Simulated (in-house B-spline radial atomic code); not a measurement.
# I2+: [Kr] 4d10 5s2 5p3

Computed with a B-spline radial code for spherical atoms: Dirac-Kohn-Sham CAM-B3LYP, spherical fractional occupations, exact exchange averaged over the configuration, Fermi nucleus of rms radius 4.75 fm.

Z_r = [3n² - l(l+1)]/(2<r>); Z_e = n√(-2ε); the last column is Slater's effective charge. Values are occupation-weighted means over j. An effective charge above Z reflects the relativistic contraction of the inner shells.

```csv
shell,electrons,ε (eV),<r> (bohr),Z_r,Z_e,Slater
1s,2,-33062,0.02722,55.10,49.30,52.70
2s,2,-5145.1,0.1167,51.41,38.89,48.85
2p,6,-4627.3,0.1023,48.90,36.88,48.85
3s,2,-1064.8,0.3135,43.06,26.54,41.75
3p,6,-895.13,0.3115,40.13,24.33,41.75
3d,10,-637.11,0.2885,36.40,20.53,31.85
4s,2,-209.07,0.7399,32.44,15.68,25.25
4p,6,-155.19,0.7917,29.05,13.51,25.25
4d,10,-75.197,0.9184,22.86,9.40,13.85
5s,2,-39.263,1.883,19.91,8.49,8.30
5p,3,-27.327,2.209,16.52,7.09,8.30
```

The least bound orbital is 5p3/2 at -26.88 eV, and it is also the most diffuse (<r> = 2.236 bohr).

Spin-orbit splittings of the orbital energies (j = l + 1/2 above j = l - 1/2 when positive): 2p 299.1 eV, 3p 56.57 eV, 3d 11.86 eV, 4p 11.08 eV, 4d 1.747 eV, 5p 1.33 eV.

For the 1s electron the small component carries 3.81 % of the norm, the zero-frequency Breit interaction raises the level by 81.8 eV, self-energy by 46.88 eV, and vacuum polarisation lowers it by 6.469 eV.

The density falls to 0.001 bohr⁻³ at 3.925 bohr; Σ<r²> = 41.924 bohr² gives, by the non-relativistic formula and without the paramagnetism of open shells, a Langevin diamagnetic susceptibility of -33.2×10⁻⁶ cm³/mol.
